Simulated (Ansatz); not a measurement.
C4H6F2Si, SMILES `C=C[Si](F)(F)C=C`, relaxed with RKS PBE-D4/def2-SVP in Ansatz 0.2.0 from a rough embedded geometry. The force threshold is 0.03 eV/Å; the program also tests the step.

Charge 0, multiplicity 1.

Start:

```xyz
13

C    -1.149   -2.304   -0.260
C    -0.940   -1.012   -0.662
Si   -0.712    0.518    0.358
F    -1.315    0.292    1.717
F    -1.395    1.736   -0.431
C     1.098    0.899    0.589
C     1.864    1.729   -0.146
H    -1.188   -2.479    0.816
H    -1.260   -3.092   -0.887
H    -0.879   -0.837   -1.719
H     1.533    0.331    1.434
H     1.472    2.300   -0.965
H     2.871    1.920    0.157
```

Task: How much energy does the relaxation release, and in how many steps? (Estimate.)

Result: Computed: 0.76 eV, in 10 steps.

Task: Which bonds change most? (Best estimate.)

Result: The calculation gave: Si3–F4 from 1.504 to 1.637 Å; C1–H9 from 1.013 to 1.104 Å; C7–H13 from 1.069 to 1.104 Å; Si3–F5 from 1.604 to 1.638 Å.

Task: Give the relaxed structure. (An estimate is asked.)

Result: The calculation gave: 
```xyz
13

C    -1.449   -2.257   -0.179
C    -0.780   -1.212   -0.709
Si   -0.489    0.359    0.238
F    -1.216    0.179    1.694
F    -1.230    1.616   -0.506
C     1.291    0.837    0.462
C     1.781    2.013    0.017
H    -1.863   -2.215    0.843
H    -1.613   -3.193   -0.740
H    -0.381   -1.298   -1.737
H     1.975    0.129    0.965
H     1.134    2.749   -0.491
H     2.841    2.293    0.143
```
